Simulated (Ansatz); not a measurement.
Z-matrix (Å, degrees):
```
Al
S 1 2.170
Br 1 2.242 2 117.5
S 1 2.170 2 125.0 3 -180.0
H 2 1.345 1 93.5 3 179.5
H 4 1.345 1 93.5 2 -0.5
```

The species carries charge 0 and has multiplicity 1.

Task: List the B3LYP/def2-TZVPP orbital energies in eV (Ansatz). (Estimate.)

Result: Computed: Occupied: -13139.18, -2418.17, -2418.17, -1700.84, -1532.53, -1532.49, -1532.49, -1526.08, -236.62, -216.20, -216.20, -177.45, -177.33, -177.31, -160.75, -160.75, -160.65, -160.65, -160.58, -160.58, -113.96, -74.65, -74.56, -74.52, -71.74, -71.71, -71.69, -71.60, -71.60, -21.19, -20.27, -19.97, -12.35, -11.64, -10.85, -9.58, -8.93, -8.84, -8.36, -8.02, -7.67. Lowest empty: -1.14, -1.04, -0.58, 0.35, 0.70, 2.33, 2.39, 3.19.

B3LYP here is the variant with VWN-RPA as its local correlation; programs differ in this.
